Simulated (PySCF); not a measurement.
PySCF job for C5H3F7, SMILES FC1CC(F)(F)C(F)(F)C1(F)F, TDDFT-LC-ωPBE/def2-SVP. Geometry optimised at PBE0-D3(BJ)/def2-SVP. One conformer was computed; it need not be the lowest.

```python
import numpy as np
from pyscf import gto, scf, dft, tdscf

mol = gto.M(
    atom='''
    F     2.01112323   -0.45869987   -0.93599016
    C     1.56995253   -0.24006990    0.33800928
    C     0.65430582   -1.36602210    0.78034620
    C    -0.67637931   -1.10428486    0.08135477
    F    -0.78361472   -1.81865537   -1.04943374
    F    -1.72141126   -1.40933550    0.86564728
    C    -0.69404343    0.42458403   -0.26891370
    F    -1.75302383    1.03399609    0.26429023
    F    -0.70188557    0.60321037   -1.59044257
    C     0.63206124    0.96626143    0.32003486
    F     1.10841802    2.00399053   -0.36161066
    F     0.40840296    1.33939634    1.59706433
    H     2.42917870   -0.06377311    1.00323269
    H     0.49240334   -1.30835487    1.86531495
    H     1.05095774   -2.35580653    0.52074173
    ''',
    basis='def2-SVP',
    charge=0,
    spin=0,
    max_memory=1600,
    verbose=4,
)
mf = dft.RKS(mol, xc='lc_wpbe').density_fit(auxbasis='def2-universal-jkfit')
mf.grids.level = 3
mf.conv_tol = 1e-9
mf.max_cycle = 100
mf.kernel()
mf.grids = dft.Grids(mol).set(level=1).build(with_non0tab=True)  # coarser grid for the response kernel
td = tdscf.TDDFT(mf)
td.singlet = True
td.nstates = 10
td.conv_tol = 1e-4
td.positive_eig_threshold = 1e-6
td.kernel(x0=td.get_init_guess(mf, 15))
td.analyze()
tt = tdscf.TDA(mf)
tt.singlet = False
tt.nstates = 4
tt.conv_tol = 1e-4
tt.positive_eig_threshold = 1e-6
tt.kernel(x0=tt.get_init_guess(mf, 9))
tt.analyze(verbose=3)
```

Program output:

```
PySCF version 2.14.0

[INPUT] verbose = 4
[INPUT] num. atoms = 15
[INPUT] num. electrons = 96
[INPUT] charge = 0
[INPUT] spin (= nelec alpha-beta = 2S) = 0
[INPUT] symmetry False subgroup None
[INPUT] Mole.unit = angstrom
[INPUT] Symbol           X                Y                Z      unit          X                Y                Z       unit  Magmom
[INPUT]  1 F      2.011123230000  -0.458699870000  -0.935990160000 AA    3.800472107451  -0.866817127674  -1.768765057688 Bohr   0.0
[INPUT]  2 C      1.569952530000  -0.240069900000   0.338009280000 AA    2.966780310268  -0.453666361752   0.638744966761 Bohr   0.0
[INPUT]  3 C      0.654305820000  -1.366022100000   0.780346200000 AA    1.236458801509  -2.581407649103   1.474640600345 Bohr   0.0
[INPUT]  4 C     -0.676379310000  -1.104284860000   0.081354770000 AA   -1.278171652222  -2.086795948904   0.153738234227 Bohr   0.0
[INPUT]  5 F     -0.783614720000  -1.818655370000  -1.049433740000 AA   -1.480817207978  -3.436760564270  -1.983142354478 Bohr   0.0
[INPUT]  6 F     -1.721411260000  -1.409335500000   0.865647280000 AA   -3.252995829142  -2.663258112627   1.635836279675 Bohr   0.0
[INPUT]  7 C     -0.694043430000   0.424584030000  -0.268913700000 AA   -1.311552001254   0.802347533564  -0.508173244143 Bohr   0.0
[INPUT]  8 F     -1.753023830000   1.033996090000   0.264290230000 AA   -3.312734928536   1.953969423971   0.499436152098 Bohr   0.0
[INPUT]  9 F     -0.701885570000   0.603210370000  -1.590442570000 AA   -1.326371498084   1.139902394798  -3.005500874149 Bohr   0.0
[INPUT] 10 C      0.632061240000   0.966261430000   0.320034860000 AA    1.194422637553   1.825969467431   0.604778235714 Bohr   0.0
[INPUT] 11 F      1.108418020000   2.003990530000  -0.361610660000 AA    2.094606489333   3.786993257922  -0.683345111123 Bohr   0.0
[INPUT] 12 F      0.408402960000   1.339396340000   1.597064330000 AA    0.771769742862   2.531092254845   3.018014187012 Bohr   0.0
[INPUT] 13 H      2.429178700000  -0.063773110000   1.003232690000 AA    4.590482450627  -0.120513712012   1.895835023311 Bohr   0.0
[INPUT] 14 H      0.492403340000  -1.308354870000   1.865314950000 AA    0.930507455421  -2.472432378041   3.524934391557 Bohr   0.0
[INPUT] 15 H      1.050957740000  -2.355806530000   0.520741730000 AA    1.986022297092  -4.451829144162   0.984059251332 Bohr   0.0

nuclear repulsion = 892.846468997534
number of shells = 81
number of NR pGTOs = 309
number of NR cGTOs = 183
basis = def2-SVP
ecp = {}


[settings echo left out]
init E= -892.315395740215
  HOMO = -0.28187619954727  LUMO = 0.0391419424365322  gap/eV = 8.73535
cycle= 1 E= -889.651793773686  delta_E= 2.66  |g|=  1.5  |ddm|= 4.37
  HOMO = -0.464327818971932  LUMO = 0.0121705274849466  gap/eV = 12.96618
cycle= 2 E= -889.552913606109  delta_E= 0.0989  |g|= 1.81  |ddm|= 2.92
  HOMO = -0.447335392603101  LUMO = 0.0961499599515809  gap/eV = 14.78899
cycle= 3 E= -890.064930171577  delta_E= -0.512  |g|= 0.0796  |ddm|= 1.58
  HOMO = -0.43789652615967  LUMO = 0.107108439632149  gap/eV = 14.83034
cycle= 4 E= -890.066209346988  delta_E= -0.00128  |g|= 0.0278  |ddm|= 0.128
  HOMO = -0.441106648826786  LUMO = 0.106514042469162  gap/eV = 14.90152
cycle= 5 E= -890.066381620663  delta_E= -0.000172  |g|= 0.0109  |ddm|= 0.0446
  HOMO = -0.440986509856455  LUMO = 0.106535737672445  gap/eV = 14.89884
cycle= 6 E= -890.066403048734  delta_E= -2.14e-05  |g|= 0.00282  |ddm|= 0.0126
  HOMO = -0.440824185507798  LUMO = 0.106669669586708  gap/eV = 14.89807
cycle= 7 E= -890.066404973912  delta_E= -1.93e-06  |g|= 0.000808  |ddm|= 0.00392
  HOMO = -0.440874468526337  LUMO = 0.106622169408925  gap/eV = 14.89814
cycle= 8 E= -890.066405161227  delta_E= -1.87e-07  |g|= 0.000191  |ddm|= 0.00147
  HOMO = -0.440896949814226  LUMO = 0.106606788251273  gap/eV = 14.89834
cycle= 9 E= -890.066405173663  delta_E= -1.24e-08  |g|= 7.74e-05  |ddm|= 0.000425
  HOMO = -0.440890582679499  LUMO = 0.106613771793359  gap/eV = 14.89835
cycle= 10 E= -890.066405174985  delta_E= -1.32e-09  |g|= 2.41e-05  |ddm|= 0.000127
  HOMO = -0.440887865402903  LUMO = 0.106615997151513  gap/eV = 14.89834
cycle= 11 E= -890.066405175094  delta_E= -1.09e-10  |g|= 1.09e-05  |ddm|= 3.48e-05
  HOMO = -0.440889375764664  LUMO = 0.106614388255089  gap/eV = 14.89834
Extra cycle  E= -890.066405175096  delta_E= -2.05e-12  |g|= 1.1e-05  |ddm|= 2.02e-05
converged SCF energy = -890.066405175096
tot grids = 70416
Overwritten attributes  positive_eig_threshold  of <class 'pyscf.tdscf.rks.TDDFT'>


******** <class 'pyscf.tdscf.rks.TDDFT'> for <class 'pyscf.df.df_jk.DFRKS'> ********
nstates = 10 singlet
deg_eia_thresh = 1.000e-03
wfnsym = None
conv_tol = 0.0001
eigh lindep = 1e-12
eigh level_shift = 0
eigh max_cycle = 100


Excitation energies (eV)
[ 8.57396455  9.66525456 10.31056409 10.747484   10.87892917 11.23162747
 11.38851538 11.6508848  11.70354522 11.76885875]

** Singlet excitation energies and oscillator strengths **
Excited State   1:      8.57396 eV    144.61 nm  f=0.0053
      48 -> 49       -0.67025
      48 -> 50       -0.10394
      48 -> 52        0.10452
Excited State   2:      9.66525 eV    128.28 nm  f=0.0020
      47 -> 49       -0.65994
      48 -> 54       -0.12453
Excited State   3:     10.31056 eV    120.25 nm  f=0.0112
      46 -> 49       -0.62545
      46 -> 54       -0.11830
      48 -> 54        0.10291
      48 -> 55        0.12526
Excited State   4:     10.74748 eV    115.36 nm  f=0.0020
      47 -> 53       -0.12448
      48 -> 50        0.35896
      48 -> 51        0.45251
      48 -> 53        0.11305
      48 -> 54        0.28763
Excited State   5:     10.87893 eV    113.97 nm  f=0.0031
      45 -> 49       -0.58097
      48 -> 50       -0.17292
      48 -> 51        0.18006
      48 -> 52        0.12634
Excited State   6:     11.23163 eV    110.39 nm  f=0.0389
      43 -> 49       -0.10045
      45 -> 49        0.23132
      45 -> 50        0.14064
      48 -> 50       -0.41974
      48 -> 51        0.31881
      48 -> 52        0.12733
      48 -> 53       -0.13796
      48 -> 55       -0.16971
Excited State   7:     11.38852 eV    108.87 nm  f=0.0605
      42 -> 49        0.10574
      47 -> 50        0.32388
      47 -> 51        0.13117
      47 -> 54        0.11351
      48 -> 50        0.19932
      48 -> 53       -0.44340
Excited State   8:     11.65088 eV    106.42 nm  f=0.0041
      42 -> 49       -0.11148
      43 -> 49        0.18908
      44 -> 49       -0.56260
      44 -> 55        0.12236
      47 -> 50        0.18505
Excited State   9:     11.70355 eV    105.94 nm  f=0.0406
      44 -> 49       -0.19879
      46 -> 50       -0.23192
      47 -> 50       -0.48516
      47 -> 51        0.14538
      48 -> 52        0.15918
      48 -> 53       -0.18047
Excited State  10:     11.76886 eV    105.35 nm  f=0.0291
      43 -> 49        0.35580
      44 -> 49        0.10747
      46 -> 49        0.16311
      46 -> 50        0.13904
      47 -> 49       -0.12136
      47 -> 53       -0.11770
      48 -> 50       -0.12074
      48 -> 54        0.31766
      48 -> 55        0.29138

** Transition electric dipole moments (AU) **
state          X           Y           Z        Dip. S.      Osc.
  1         0.1443     -0.0537      0.0396      0.0253      0.0053
  2        -0.0178     -0.0889      0.0140      0.0084      0.0020
  3        -0.2010     -0.0108     -0.0616      0.0443      0.0112
  4        -0.0419     -0.0730     -0.0249      0.0077      0.0020
  5        -0.0319     -0.1006      0.0219      0.0116      0.0031
  6        -0.0094     -0.3758     -0.0090      0.1414      0.0389
  7         0.4287     -0.0010      0.1813      0.2167      0.0605
  8         0.0229     -0.1166     -0.0171      0.0144      0.0041
  9         0.3304      0.1589      0.0856      0.1417      0.0406
 10        -0.2051     -0.2393      0.0377      0.1008      0.0291

** Transition velocity dipole moments (imaginary part, AU) **
state          X           Y           Z        Dip. S.      Osc.
  1         0.0449     -0.0114      0.0081      0.0022      0.0047
  2        -0.0115     -0.0163      0.0021      0.0004      0.0008
  3        -0.0619     -0.0004     -0.0178      0.0041      0.0073
  4        -0.0108     -0.0164     -0.0042      0.0004      0.0007
  5        -0.0183     -0.0546      0.0192      0.0037      0.0061
  6        -0.0118     -0.1414     -0.0155      0.0204      0.0329
  7         0.1612      0.0076      0.0768      0.0319      0.0509
  8         0.0027     -0.0567     -0.0083      0.0033      0.0051
  9         0.1470      0.0753      0.0404      0.0289      0.0448
 10        -0.0783     -0.1164      0.0197      0.0201      0.0310

** Transition magnetic dipole moments (imaginary part, AU) **
state          X           Y           Z
  1        -0.1118     -0.1392      0.2244
  2        -0.1895      0.3734      0.1170
  3        -0.1299      0.2720     -0.1142
  4        -0.1075      0.0491      0.1446
  5         0.6301      0.2019      0.2001
  6        -0.0498     -0.1490     -0.0333
  7        -0.0776     -0.0694      0.0048
  8         0.0706     -0.1327      0.0708
  9         0.1920      0.0954     -0.3628
 10         0.0453     -0.0583     -0.1910
Overwritten attributes  positive_eig_threshold  of <class 'pyscf.tdscf.rks.TDA'>


******** <class 'pyscf.tdscf.rks.TDA'> for <class 'pyscf.df.df_jk.DFRKS'> ********
nstates = 4 triplet
deg_eia_thresh = 1.000e-03
wfnsym = None
conv_tol = 0.0001
eigh lindep = 1e-12
eigh level_shift = 0
eigh max_cycle = 100


Excitation energies (eV)
[8.08388018 9.09890566 9.64702485 9.95204541]

** Triplet excitation energies and oscillator strengths **
Excited State   1:      8.08388 eV    153.37 nm  f=0.0000
Excited State   2:      9.09891 eV    136.26 nm  f=0.0000
Excited State   3:      9.64702 eV    128.52 nm  f=0.0000
Excited State   4:      9.95205 eV    124.58 nm  f=0.0000
```

Self-consistency was reached.

Cost: very roughly 20 core-minutes.
